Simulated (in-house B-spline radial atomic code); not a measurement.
**Ionising La⁸⁺ with different functionals**

Computed with a radial B-spline atomic code at the basis-set limit: scalar-relativistic (spin-free X2C) Hamiltonian, Fermi nucleus of rms radius 4.855 fm, spin-polarised at highest spin, spherical fractional occupations for the functionals, and exact exchange of hybrids averaged over the configuration. The ionisation energy is the difference of two self-consistent energies, [Kr] 4d10 5s2 5p1 → [Kr] 4d10 5s2, without Breit or QED terms; ε is the level of the shell that loses the electron (its least bound occupied spin orbital). There is no spin-orbit coupling in this Hamiltonian.

```csv
method,rung,ΔSCF (eV),-ε(5p) (eV)
PBE0,global hybrid,118.15,113.13
B3LYP,global hybrid,118.47,112.97
TPSSh,global hybrid,117.92,111.98
BHandHLYP,global hybrid,118.23,114.84
r2SCAN0,global hybrid,?,?
B97-1,global hybrid,118.01,112.68
HSE06,range-separated hybrid,?,?
wB97X,range-separated hybrid,118.09,115.63
CAM-B3LYP,range-separated hybrid,118.52,114.89
LC-wPBE,range-separated hybrid,118.37,116.36
```

**Question.** What does r2SCAN0 give?

**Answer.** ΔSCF 117.98 eV, and -ε(5p) = 113.20 eV.

**Question.** What does HSE06 give?

**Answer.** ΔSCF 118.21 eV, and -ε(5p) = 112.70 eV.

**Question.** Among the functionals, which spreads more, the ΔSCF values or the orbital energies?

**Answer.** The orbital energies: ΔSCF values span about 0.61 eV and the orbital energies 4.38 eV; here energy differences depend much less on the functional than eigenvalues do.

**Question.** How do they compare with the NIST value?

**Answer.** NIST lists 119 eV ± 2.2 (tabulated theory, ground level to ground level). Errors run from -1.08 to -0.48 eV; all lie within about twice that uncertainty, so the table can't rank the methods.
